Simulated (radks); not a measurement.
Ionisation ladder of samarium, from Sm XLV to Sm LXII. Each ion is in the ground configuration listed by NIST, and IE = E(next ion) - E(this ion), with E = 0 for the bare nucleus. Method: scalar-relativistic Kohn-Sham, BLYP, spin-polarised, spherical densities, finite nucleus; open shells are filled with parallel spins first (spin-orbit coupling, left out, can overturn this in heavy ions); Fermi nuclear charge, rms radius 5.0819 fm; computed with a radial shooting solver on a logarithmic mesh with Libxc functionals.

[
 {"species": "Sm XLV", "configuration": "[Ar]", "E (hartree)": "-8719.6155", "IE, Delta-SCF (eV)": "3719.6", "<r> HOMO (bohr)": "0.230", "IE, NIST (eV)": "3669", "kind": "theory", "error (eV)": "+50.6"},
 {"species": "Sm XLVI", "configuration": "[Ne] 3s2 3p5", "E (hartree)": "-8582.9233", "IE, Delta-SCF (eV)": "3815.8", "<r> HOMO (bohr)": "0.229", "IE, NIST (eV)": "3766", "kind": "theory", "error (eV)": "+49.8"},
 {"species": "Sm XLVII", "configuration": "[Ne] 3s2 3p4", "E (hartree)": "-8442.6952", "IE, Delta-SCF (eV)": "3910.9", "<r> HOMO (bohr)": "0.227", "IE, NIST (eV)": "3873", "kind": "theory", "error (eV)": "+37.9"},
 {"species": "Sm XLVIII", "configuration": "[Ne] 3s2 3p3", "E (hartree)": "-8298.9736", "IE, Delta-SCF (eV)": "4036.6", "<r> HOMO (bohr)": "0.226", "IE, NIST (eV)": "3971", "kind": "theory", "error (eV)": "+65.6"},
 {"species": "Sm XLIX", "configuration": "[Ne] 3s2 3p2", "E (hartree)": "-8150.6297", "IE, Delta-SCF (eV)": "4135.9", "<r> HOMO (bohr)": "0.225", "IE, NIST (eV)": "4227", "kind": "theory", "error (eV)": "-91.1"},
 {"species": "Sm L", "configuration": "[Ne] 3s2 3p1", "E (hartree)": "-7998.6386", "IE, Delta-SCF (eV)": "4233.6", "<r> HOMO (bohr)": "0.223", "IE, NIST (eV)": "4337", "kind": "theory", "error (eV)": "-103.4"},
 {"species": "Sm LI", "configuration": "[Ne] 3s2", "E (hartree)": "-7843.0563", "IE, Delta-SCF (eV)": "4562.0", "<r> HOMO (bohr)": "0.229", "IE, NIST (eV)": "4548", "kind": "theory", "error (eV)": "+14.0"},
 {"species": "Sm LII", "configuration": "[Ne] 3s1", "E (hartree)": "-7675.4053", "IE, Delta-SCF (eV)": "4669.2", "<r> HOMO (bohr)": "0.228", "IE, NIST (eV)": "4655", "kind": "theory", "error (eV)": "+14.2"},
 {"species": "Sm LIII", "configuration": "[Ne]", "E (hartree)": "-7503.8137", "IE, Delta-SCF (eV)": "10695.9", "<r> HOMO (bohr)": "0.0836", "IE, NIST (eV)": "10494", "kind": "theory", "error (eV)": "+201.9"},
 {"species": "Sm LIV", "configuration": "[He] 2s2 2p5", "E (hartree)": "-7110.7477", "IE, Delta-SCF (eV)": "10962.8", "<r> HOMO (bohr)": "0.0830", "IE, NIST (eV)": "10762", "kind": "theory", "error (eV)": "+200.8"},
 {"species": "Sm LV", "configuration": "[He] 2s2 2p4", "E (hartree)": "-6707.8738", "IE, Delta-SCF (eV)": "11225.3", "<r> HOMO (bohr)": "0.0825", "IE, NIST (eV)": "11060", "kind": "theory", "error (eV)": "+165.3"},
 {"species": "Sm LVI", "configuration": "[He] 2s2 2p3", "E (hartree)": "-6295.3520", "IE, Delta-SCF (eV)": "11581.9", "<r> HOMO (bohr)": "0.0817", "IE, NIST (eV)": "11337", "kind": "theory", "error (eV)": "+244.9"},
 {"species": "Sm LVII", "configuration": "[He] 2s2 2p2", "E (hartree)": "-5869.7248", "IE, Delta-SCF (eV)": "11858.5", "<r> HOMO (bohr)": "0.0812", "IE, NIST (eV)": "12264", "kind": "theory", "error (eV)": "-405.5"},
 {"species": "Sm LVIII", "configuration": "[He] 2s2 2p1", "E (hartree)": "-5433.9344", "IE, Delta-SCF (eV)": "12130.0", "<r> HOMO (bohr)": "0.0807", "IE, NIST (eV)": "12588", "kind": "theory", "error (eV)": "-458.0"},
 {"species": "Sm LIX", "configuration": "[He] 2s2", "E (hartree)": "-4988.1642", "IE, Delta-SCF (eV)": "13020.0", "<r> HOMO (bohr)": "0.0923", "IE, NIST (eV)": "12992", "kind": "theory", "error (eV)": "+28.0"},
 {"species": "Sm LX", "configuration": "[He] 2s1", "E (hartree)": "-4509.6877", "IE, Delta-SCF (eV)": "13288.9", "<r> HOMO (bohr)": "0.0918", "IE, NIST (eV)": "13262.9", "kind": "theory", "error (eV)": "+26.1"},
 {"species": "Sm LXI", "configuration": "[He]", "E (hartree)": "-4021.3283", "IE, Delta-SCF (eV)": "54143", "<r> HOMO (bohr)": "0.0226", "IE, NIST (eV)": "53986.1", "kind": "theory", "error (eV)": "+156.6"},
 {"species": "Sm LXII", "configuration": "1s1", "E (hartree)": "-2031.6218", "IE, Delta-SCF (eV)": "55283", "<r> HOMO (bohr)": "0.0225", "IE, NIST (eV)": "55214.3", "kind": "theory", "error (eV)": "+68.9"}
]

Reference values: NIST Atomic Spectra Database (exp. = measured, semi-emp. = semi-empirical, theory = theoretical value adopted there). The ionisation energy per charge of the ion left behind rises most, in proportion, at Sm LXI ([He]), from 221.48 to 887.58 eV. Open shells are spherical and high-spin; term and fine-structure splittings are not resolved. Spin-orbit splitting is averaged out at the scalar-relativistic level.
